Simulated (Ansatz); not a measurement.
Coupled-cluster run, CH$_{7}$AlGaNO (`N[CH2][Al]([OH])[GaH2]`).

```yaml
crystal:
  periodic: [false, false, false]
  atoms:
    - {symbol: N, position_ang: [-0.625841, -0.879633, 1.692918]}
    - {symbol: C, position_ang: [0.361184, 0.192413, 1.457979]}
    - {symbol: Al, position_ang: [0.551010, 0.640937, -0.462538]}
    - {symbol: O, position_ang: [1.597037, 1.826289, -1.097589]}
    - {symbol: Ga, position_ang: [-0.852979, -0.624989, -2.129927]}
    - {symbol: H, position_ang: [-1.544902, -0.616900, 1.357350]}
    - {symbol: H, position_ang: [-0.369312, -1.732084, 1.209326]}
    - {symbol: H, position_ang: [0.063881, 1.063088, 2.053774]}
    - {symbol: H, position_ang: [1.313534, -0.120656, 1.901268]}
    - {symbol: H, position_ang: [2.184684, 2.380004, -0.585889]}
    - {symbol: H, position_ang: [-2.294906, -0.156142, -2.582626]}
    - {symbol: H, position_ang: [-0.383409, -1.972337, -2.814038]}
basis:
  gaussian: {orbitals: def2-SVP}
correlation: {method: ccsd_t}
```

```sh
$ ansatz run in.yaml --threads 4 --pin off --events-out ev --progress --plain --max-ram 10444MiB
```

The program prints (abridged):

```
Functional definition: HF
  name "HF"
  cite "Fock, Z. Phys. 61, 126 (1930) doi:10.1007/BF01340294"
  parent pbe
  exchange = exact_x
  correlation = 0
1265 factors; integrals over basis functions are off by at most 9.0e-4 eV
mean field evaluation 1: about -63560.6089 eV, gradient 4.5e1 eV
mean field evaluation 2: about -63560.6145 eV, gradient 4.5e1 eV
mean field evaluation 4: about -63565.3790 eV, gradient 3.7e0 eV
mean field evaluation 8: about -63565.4389 eV, gradient 9.5e-4 eV
mean field -63565.43886037 eV, -2335.9867919165 hartree, gradient 1.9e-6 eV, S^2 0.000000; 0 other end points of the search recorded, 0 dependent functions left out
17 core orbitals not correlated: weight in the atoms' cores, before any rotation towards them, 1.000 or more for the frozen orbitals, at most 0.000 for the correlated occupied ones
reference -63565.43886037 eV, -2335.9867919165 hartree; 19, 19 occupied and 91, 91 virtual orbitals, 1265 factors
second order -21.15252199 eV of doubles, -0.00000000 eV of singles
cycle   1  -21.40075754 eV  change   -2.5e-1 eV  update   1.2e-1
cycle   2  -22.05863227 eV  change   -6.6e-1 eV  update   3.7e-2
cycle   3  -22.20832647 eV  change   -1.5e-1 eV  update   2.0e-2
cycle   4  -22.19711198 eV  change    1.1e-2 eV  update   5.2e-3
cycle   5  -22.19657770 eV  change    5.3e-4 eV  update   2.7e-3
cycle   6  -22.19672460 eV  change   -1.5e-4 eV  update   9.9e-4
cycle   7  -22.19625885 eV  change    4.7e-4 eV  update   5.1e-4
cycle   8  -22.19611072 eV  change    1.5e-4 eV  update   2.2e-4
cycle   9  -22.19616902 eV  change   -5.8e-5 eV  update   1.1e-4
cycle  10  -22.19619589 eV  change   -2.7e-5 eV  update   4.6e-5
perturbative correction -0.61979134 eV, -0.0227769118 hartree
Total energy: -63588.25484760 eV, -2336.8252639821 hartree
```

It took 14 s on 4 threads of an AMD EPYC 7B13 on a shared host, with 0.77 GiB of host memory at the peak.

MP2 recovers 92.7 % of the CCSD(T) correlation energy and the triples give 2.7 %; T1 = 0.0132.
